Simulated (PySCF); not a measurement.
Interval between two levels of Se²⁺ by level of theory

Se²⁺ [Ar] 3d10 4s2 4p2 [3P2, M_J = 2] → Se²⁺ [Ar] 3d10 4s1 4p3 [5S2, M_J = 2], as a difference of total energies. Computed with PySCF 2.14 in x2c-TZVPall-2c with one added diffuse shell each of s, p, d type (7s8p5d1f, 63 functions), with the two-component X2C-1e Hamiltonian. Correlated levels: [Ne] frozen. "Screened" scales the spin-orbit matrix elements by Boettger's factors to mimic the two-electron term; Breit and QED terms are absent.

| method | interval between two levels (cm⁻¹) |
| --- | --- |
| GHF (spin-free) | 50304 |
| GMP2 (spin-free) | 60505 |
| GHF (screened spin-orbit) | 49186 |
| GMP2 (screened spin-orbit) | 59329 |

The labels give the starting determinants; with spin-orbit coupling the two ends relaxed to ⟨J²⟩ = 6.00, ⟨L²⟩ = 2.16, ⟨S²⟩ = 1.93 and ⟨J²⟩ = 6.00, ⟨L²⟩ = 0.01, ⟨S²⟩ = 5.99.
